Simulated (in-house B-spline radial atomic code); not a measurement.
Values are calculated unless marked as measured or tabulated.
## Weak and strong correlation along the adiabatic connection

Two-electron singlets in several external potentials (atomic units), by full CI in B-splines with partial waves to l = 8 (correlation energies up to 0.6 % small). The repulsion is scaled by λ at fixed density; W(λ) is the mean repulsion less the Hartree energy, W(0) = E_x, and the area under W from 0 to 1 is E_xc.

One system gave this curve:

```json
{"λ": "0", "W (hartree)": "-5.1524"}
{"λ": "0.02", "W (hartree)": "-5.1542"}
{"λ": "0.05", "W (hartree)": "-5.157"}
{"λ": "0.12", "W (hartree)": "-5.1635"}
{"λ": "0.25", "W (hartree)": "-5.1754"}
{"λ": "0.4", "W (hartree)": "-5.189"}
{"λ": "0.6", "W (hartree)": "-5.2069"}
{"λ": "0.8", "W (hartree)": "-5.2244"}
{"λ": "1", "W (hartree)": "-5.2417"}
{"λ": "1.4", "W (hartree)": "-5.2753"}
{"λ": "2", "W (hartree)": "-5.3237"}
{"λ": "3", "W (hartree)": "-5.3993"}
{"λ": "4.5", "W (hartree)": "-5.502"}
{"λ": "7", "W (hartree)": "-5.6497"}
{"λ": "10", "W (hartree)": "-5.7962"}
```

Which system is it?
A. −V exp(−r²/w²), V = 4.63, w = 2.8
B. −Z/r, Z = 8.6, wall at 3.28 bohr
C. −Z/r, Z = 2
D. −Z/r, Z = 2.85

B. The exchange energy sets the size: −Z/r, Z = 8.6, wall at 3.28 bohr: E_x = -5.15, E_c = -0.0453; −Z/r, Z = 2.85: E_x = -1.56, E_c = -0.0432; −Z/r, Z = 2: E_x = -1.02, E_c = -0.042; −V exp(−r²/w²), V = 4.63, w = 2.8: E_x = -0.711, E_c = -0.0402 hartree.
